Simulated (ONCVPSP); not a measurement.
# Reading a pseudo-wave (Se)

Columns: radius, all-electron u(r) and pseudo u(r) of the 3d shell (level -75.82 eV) of selenium in the configuration [Ne] 3s2 3p6 3d10 4s2 4p2; PBE, scalar-relativistic, ONCV scheme, ONCVPSP 4.0.1.

```tsv
r (bohr)	all-electron	pseudo
0.050	0.0449	0.0103
0.100	0.2166	0.0780
0.150	0.4596	0.2389
0.200	0.7060	0.4896
0.250	0.9158	0.7831
0.300	1.0731	1.0490
0.350	1.1779	1.2359
0.400	1.2346	1.3277
0.450	1.2528	1.3374
0.500	1.2409	1.2875
0.550	1.2074	1.2172
0.600	1.1590	1.1587
0.650	1.1010	1.1007
0.700	1.0374	1.0371
0.750	0.9712	0.9709
0.800	0.9044	0.9041
0.850	0.8387	0.8384
0.900	0.7749	0.7746
0.950	0.7139	0.7137
1.000	0.6561	0.6558
1.050	0.6017	0.6015
1.100	0.5508	0.5506
1.150	0.5035	0.5033
1.200	0.4597	0.4595
1.250	0.4192	0.4190
1.300	0.3818	0.3816
```

Problem. How many radial nodes do the two functions have?

Solution. The all-electron 3d function has n − l − 1 = 0; the pseudo-wave has 0.

Problem. At about which radius was the pseudo-wave matched?

Solution. 0.60 bohr, where the columns begin to agree (steps of 0.05 bohr).

Problem. Where does each function peak?

Solution. Outermost all-electron maximum near 0.45 bohr, pseudo maximum near 0.45 bohr (to the table’s step).

Problem. Is the pseudo-wave norm-conserving?

Solution. Yes: the ONCV scheme keeps the norm inside the radius equal to the all-electron one, which fixes the energy derivative of the logarithmic derivative at the level.
